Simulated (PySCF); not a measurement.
Input of a response calculation (the driver script's job line, then coordinates in Å):

```
{"job": {"kind": "uv", "xc": "CAM-B3LYP", "basis": "def2-SVPD", "nstates": 8, "ntriplets": 3}, "charge": 0, "multiplicity": 1}
C     -2.327144    -1.330768     0.266953
C     -2.052530     0.117376    -0.163767
Al    -0.114442     0.583777    -0.447090
C      0.473546     2.406380    -0.979839
N      1.101218    -0.733589    -0.194279
Si     2.828305    -0.908069    -0.280612
H     -3.395586    -1.508646     0.400895
H     -1.826644    -1.555466     1.208485
H     -1.960513    -2.031455    -0.482641
H     -2.618269     0.323857    -1.083742
H     -2.488262     0.795990     0.583625
H      1.096765     2.869576    -0.208434
H     -0.360919     3.087768    -1.171481
H      1.083681     2.378222    -1.888165
H      0.665180    -1.612487     0.071432
H      3.337871    -1.362763     1.022366
H      3.377269     0.400236    -0.632277
H      3.171717    -1.913622    -1.297847
```

Output (SCF cycles cut):

```
converged SCF energy = -707.9019929137

Static polarisability (au): isotropic 97.573, principal 80.589 101.699 110.430

Singlet excitations
state   eV       nm        f      main configurations
  1   5.9595    208.0   0.00002   H->L+1 0.97
  2   6.0955    203.4   0.01796   H-1->L 0.80, H-1->L+2 0.11
  3   6.2891    197.1   0.07161   H->L 0.92
  4   6.7175    184.6   0.15906   H-1->L+1 0.96
  5   7.3014    169.8   0.00239   H-1->L+2 0.51, H-1->L+5 0.17, H-1->L+4 0.10
  6   7.3211    169.4   0.09781   H->L+2 0.34, H-2->L 0.31, H->L+3 0.20
  7   7.4516    166.4   0.00971   H-2->L+1 0.84
  8   7.5671    163.8   0.06106   H->L+2 0.49, H-2->L 0.24

Triplet excitations (Tamm-Dancoff, eV): 5.6467 5.7794 5.8476
```

Level of theory: PySCF 2.14.0, density-fitted response routines, TDDFT CAM-B3LYP/def2-SVPD, vertical, gas phase, core orbitals frozen in the response. One conformer (not necessarily the lowest) at the GFN2-xTB geometry, without solvent, vibrations or thermal averaging.

(1) What share of the summed oscillator strength falls to the strongest level in this window?

(2) How many basis functions and electrons does this run hold?

(3) What is the total energy of state 4 at this geometry?

(4) What is the polarisability anisotropy, √(½[(α1 − α2)² + (α2 − α3)² + (α3 − α1)²])?

(5) Give the mean polarisability in Å³.

(6) Write the structure that the coordinates describe.

## Answers

(1) State 4 at 185 nm: 0.1591 of 0.4196, or 38%.

(2) 224 basis functions for 64 electrons in 32 doubly occupied orbitals.

(3) -707.90199 + 0.24686 = -707.65513 hartree.

(4) 26.57 au.

(5) 97.57 au × 0.148185 = 14.46 Å³.

(6) `C[CH2][Al]([CH3])[NH][SiH3]` (C3H12AlNSi).

H and L stand for HOMO and LUMO.

Shape of the structure used: `[CH3:1][CH2:2][Al:3]([CH3:4])[NH:5][SiH3:6]`: C1–C2–Al3–C4 -179°, C2–Al3–N5–Si6 180°.
